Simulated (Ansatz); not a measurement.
An input meant for (H2Al-mu-F)2 (Al₂H₄F₂) (charge 0, singlet; atoms displaced at random, 0.15 Å in each coordinate).

```yaml
crystal:
  periodic: [true, true, true]
  atoms:
    - {symbol: Al, position_ang: [-0.698267, 0.994642, -0.081650]}
    - {symbol: H, position_ang: [-2.140179, 0.940401, -0.174963]}
    - {symbol: H, position_ang: [0.183466, 2.554171, -0.389675]}
    - {symbol: F, position_ang: [-0.544705, -0.377408, -1.089320]}
    - {symbol: Al, position_ang: [0.816435, -1.045080, 0.098614]}
    - {symbol: H, position_ang: [2.402571, -1.183448, -0.425828]}
    - {symbol: H, position_ang: [-0.022475, -2.505650, 0.666701]}
    - {symbol: F, position_ang: [0.140710, 0.119617, 1.168548]}
basis:
  gaussian: {orbitals: ANO-RCC-VTZP}
hamiltonian: {xc: {name: BHLYP}}
scf: {lower_state_search: off}
output: {forces: true}
```

```sh
$ ansatz run in.yaml --threads 4 --pin off --events-out ev --progress --plain --max-ram 3916MiB
```

Shortened log:

```
Error: YAML parse error: error: line 2 column 3: crystal: missing field `lattice` (a structure is typed as `lattice` and `atoms`, a molecule's as `atoms` in Å alone, or read from a run's directory, `checkpoint`)
 --> <input>:2:3
  |
1 | crystal:
2 |   periodic: [true, true, true]
  |   ^ crystal: missing field `lattice` (a structure is typed as `lattice` and `atoms`, a molecule's as `atoms` in Å alone, or read from a run's directory, `checkpoint`)
3 |   atoms:
4 |     - {symbol: Al, position_ang: [-0.698267, 0.994642, -0.081650]}
  |
```

In this input the species is marked periodic without a cell. The program refused the input.
